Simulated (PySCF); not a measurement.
**[La(SH)4]− at several levels of theory**

Computed with PySCF 2.14.0 (density fitting, no spin-orbit coupling) at the geometry relaxed with PBE0:

```xyz
9
[La(SH)4]− (singlet)
La    0.0000    0.0000    0.0000
S     1.7519    1.5057    1.5705
H     2.7886    1.0645    0.8180
S    -1.7519   -1.5057    1.5705
H    -2.7886   -1.0645    0.8180
S     1.5058   -1.7518   -1.5706
H     1.0649   -2.7886   -0.8180
S    -1.5058    1.7518   -1.5706
H    -1.0649    2.7886   -0.8180
```

| level | basis | state | HOMO (eV) | gap (eV) | charge on La1 (e) | population of f-type functions on La1 (polarisation alone where 4f lies in the core) | dipole about the centre of mass (D) | largest force component (eV/Å) |
| --- | --- | --- | --- | --- | --- | --- | --- | --- |
| PBE0 | La lcecp-1-SVP with ECP46, S def2-SVP, H def2-SVP | singlet | -3.10 | 5.77 | 0.65 | 0.04 | 0.00 | 0.00 |
| PBE0 | La lcecp-1-TZVP with ECP46, S def2-TZVP, H def2-TZVP | singlet | -3.32 | 5.86 | 1.19 | 0.07 | 0.00 | 0.18 |
| PBE0 | La x2c-SVPall, S x2c-SVPall, H x2c-SVPall | singlet | -3.07 | 5.55 | 0.55 | 0.12 | 0.00 | 0.08 |

In the lcecp rows the 4f levels are missing from HOMO and gap, and the state counts the valence alone.

Charges are Mulliken's, which hang on the basis. The relaxation used the grid (50, 194), these runs (75, 302) or, all-electron (x2c bases, spin-free X2C Hamiltonian), (99, 590).

Order these levels, in the first row's basis, by the HOMO–LUMO gap they give here, smallest first.
A. wB97X
B. B3LYP
C. HF
D. TPSSh

D (4.99 eV), B (5.24 eV), A (9.56 eV), C (10.28 eV).

And their other results?


```json
{"level": "TPSSh", "state": "singlet", "HOMO (eV)": "-2.49", "gap (eV)": "4.99", "charge on La1 (e)": "0.69", "population of f-type functions on La1 (polarisation alone where 4f lies in the core)": "0.04", "dipole about the centre of mass (D)": "0.00", "largest force component (eV/Å)": "0.10"}
{"level": "wB97X", "state": "singlet", "HOMO (eV)": "-5.44", "gap (eV)": "9.56", "charge on La1 (e)": "0.68", "population of f-type functions on La1 (polarisation alone where 4f lies in the core)": "0.05", "dipole about the centre of mass (D)": "0.00", "largest force component (eV/Å)": "0.12"}
{"level": "HF", "state": "singlet", "HOMO (eV)": "-5.84", "gap (eV)": "10.28", "charge on La1 (e)": "1.08", "population of f-type functions on La1 (polarisation alone where 4f lies in the core)": "0.04", "dipole about the centre of mass (D)": "0.00", "largest force component (eV/Å)": "0.59"}
{"level": "B3LYP", "state": "singlet", "HOMO (eV)": "-2.77", "gap (eV)": "5.24", "charge on La1 (e)": "0.56", "population of f-type functions on La1 (polarisation alone where 4f lies in the core)": "0.04", "dipole about the centre of mass (D)": "0.00", "largest force component (eV/Å)": "0.14"}
```

In the first row's basis the gap widens with exact exchange: 5.0 to 5.8 eV for TPSSh, B3LYP, PBE0 (a fixed share); 9.6 to 10.3 eV for wB97X, Hartree–Fock (rising or full at long range).
